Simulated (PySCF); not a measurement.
GaH₂, SMILES [GaH2+], charge +1. Geometry optimised at B3LYP-D3(BJ)/def2-TZVPD. The multiplicity is an assumed one; other spin states were not compared. The isomer is the one that the SMILES or the coordinates give; other isomers of the formula were not compared.

Computed equilibrium geometry at B3LYP-D3(BJ)/def2-TZVPD (PySCF confirms it by a frequency run) as bond lengths and angles, and its point group:
point group D∞h.
Atoms: Ga1 H2 H3. Bond lengths (Å): Ga1–H2 1.530, Ga1–H3 1.530. Bond angles (°): H2–Ga1–H3 180.0.
Charge +1, spin multiplicity 1.
